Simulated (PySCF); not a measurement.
Compound: C3H7FSi.
Numbering: `[CH3:1]/[C:2]([F:3])=[CH:4]\[SiH3:5]` (hydrogens: H6, H7, H8 on C1; H9 on C4; H10, H11, H12 on Si5)

Computed with PBE0-D3(BJ)/def2-SVP geometry optimisation, gas phase (PySCF 2.14.0).

Question: What internal coordinates does the optimisation give?

Answer: 
```csv
bond,length (Å)
C1–C2,1.485
C2–F3,1.339
C2=C4,1.337
C4–Si5,1.863
"C1–H6, C1–H7, C1–H8",1.100
C4–H9,1.096
"Si5–H10, Si5–H11, Si5–H12",1.496
```

Bonds in one row agree within 0.01 Å and their mean is given. A selection of angles:
```csv
angle,degrees
C2–C1–H6,109.9
C2–C1–H8,111.9
H6–C1–H7,107.2
H6–C1–H8,108.9
C1–C2–F3,111.3
C1–C2–C4,129.0
F3–C2–C4,119.8
C2–C4–Si5,125.0
C2–C4–H9,115.7
Si5–C4–H9,119.2
C4–Si5–H10,108.8
C4–Si5–H11,111.9
H10–Si5–H11,108.5
H10–Si5–H12,108.7
```

Dihedral angles: C1–C2–C4–Si5 0° (synperiplanar). The mirror-image conformer, all signs reversed, is as good.

The 2 C–C bonds span 1.337 Å (C2=C4, drawn double) to 1.485 Å (C1–C2, drawn single), a spread of 0.148 Å. Si5 (SiH3 silicon) is tetrahedral (angles from 107.2° to 111.9°). The 5 heavy atoms lie in one plane (0.001 Å rms). Of the pairs four or more bonds apart, Si5···H8 is among the closest relative to their van der Waals radii: 2.87 Å, 87 % of the sum of Bondi's values.

Point group: near Cs, missed by 0.22 Å at most; the miss may be what the optimiser left on a soft mode. Not checked by PBE0-D3(BJ)/def2-SVP frequencies.
